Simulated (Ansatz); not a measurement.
Mulliken charges of AlClFO (`[O][Al]([F])[Cl]`) radical from PBE/def2-TZVPP in Ansatz (PBE0-D4/def2-TZVP geometry).

| atom | x (Å) | y (Å) | z (Å) | charge (e) |
| --- | --- | --- | --- | --- |
| O1 | 0.993 | 0.592 | 1.295 | -0.253 |
| Al2 | 0.062 | -0.095 | 0.017 | 0.706 |
| F3 | 0.278 | -1.671 | -0.349 | -0.284 |
| Cl4 | -1.278 | 1.114 | -0.983 | -0.169 |

Q: By hand: the dipole of these point charges (1 e Å = 4.8032 D).

A: Σ q r = (-0.070, 0.069, -0.050) e Å, of length 0.110 e Å = 0.53 D.

Q: How does the dipole of the full density compare? (Best estimate.)

A: Ansatz gave: (-0.118, 0.033, -0.117) e Å, 0.81 D; the point charges give 0.65 times that, at 29° from its direction.

Point charges leave out the atoms' own dipoles, such as those of lone pairs, and Mulliken's split depends on the basis, so the two needn't agree.
